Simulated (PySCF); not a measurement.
C₃H₉FSi₂, SMILES F[C@]1([SiH3])C[C@H]1[SiH3].

Geometry: r2SCAN-D4/def2-SVP. The structure was generated by enumeration; whether it is a known compound was not checked.

Calculation: TDA-B3LYP/def2-SVPD (PySCF).

Vertical excitations. 

Computed UV-visible absorptions:
| state | energy (eV) | λ (nm) | f | main pairs |
|---|---|---|---|---|
| S1 | 7.19 | 172 | 0.012 | HOMO→LUMO 87 % |
| S2 | 7.27 | 171 | 0.003 | HOMO−1→LUMO 71 %, HOMO→LUMO+2 14 % |
| S3 | 7.30 | 170 | 0.011 | HOMO→LUMO+2 71 %, HOMO−1→LUMO 18 % |
| S4 | 7.42 | 167 | 0.007 | HOMO−1→LUMO+2 50 %, HOMO→LUMO+1 19 %, HOMO−1→LUMO+1 13 % |
| S5 | 7.49 | 166 | 0.060 | HOMO→LUMO+1 64 %, HOMO−1→LUMO+2 16 % |
| S6 | 7.58 | 164 | 0.034 | HOMO−1→LUMO+1 71 %, HOMO−1→LUMO+2 23 % |
| T1 | 6.96 | 178 | 0 | HOMO→LUMO 52 %, HOMO→LUMO+1 21 %, HOMO→LUMO+2 17 % |
| T2 | 7.02 | 177 | 0 | HOMO→LUMO+2 47 %, HOMO→LUMO 21 %, HOMO−1→LUMO 8 % |
Triplets are in the Tamm–Dancoff approximation.
